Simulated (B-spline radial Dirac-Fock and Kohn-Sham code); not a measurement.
## Satellites and hypersatellites of the K lines of Ni⁴⁺

System: the Ni⁴⁺ ion, configuration 1s2 2s2 2p6 3s2 3p6 3d6, inside a Watson sphere of charge -4 and radius 2.4 Å (a model of the Madelung potential; inside it an electron's potential energy is raised by 24.0 eV).

Model: Dirac-Fock ΔSCF + Breit + QED. Program: a radial atomic solver. Each two-hole energy is an average over J within one jj subconfiguration, not an observable level; in light atoms, where LS coupling holds, the j-resolved values are not observed lines, and for a K spectator the Kα1 hypersatellite is nearly forbidden. Correlation energy is missing from these numbers.

Lines without a spectator: Kα2 (K-L2) 7458.4 eV, Kα1 (K-L3) 7475.5 eV, Kβ3 (K-M2) 8266.8 eV, Kβ1 (K-M3) 8269.1 eV. Shifts in eV with one spectator hole (a dash: not computed, or left out as unreliable):

```tsv
spectator hole	Kα2	Kα1	Kβ3	Kβ1
L2 (2p1/2)	+27.85	+34.1	–	+77.8
L3 (2p3/2)	+31.5	+30.2	+74.9	–
M2 (3p1/2)	–	+2.73	+6.94	+8.73
M3 (3p3/2)	+2.47	–	+8.26	+7.80
```

Q: Where does the K-L3 hypersatellite lie, emitted when both K electrons are missing?

A: +298.2 eV from the normal line, at 7773.7 eV. Removing both K electrons costs 17189.6 eV, which is 404.6 eV more than twice the K binding energy. In light atoms the observed hypersatellite is the ¹S₀ → ¹P₁ component, which lies below this average, and the triplet component is nearly forbidden.

With n spectator holes in 2p, averaged over the 2p shell (energies in eV):

```csv
n,KαLⁿ,step,hypersatellite KαʰLⁿ
0,7469.8,–,7767.1
1,7501.2,+31.5,7799.8
2,7533.8,+32.6,7833.6
3,7567.6,+33.7,7868.6
4,7602.5,+34.9,7904.8
5,7638.6,+36.1,7942.1
```
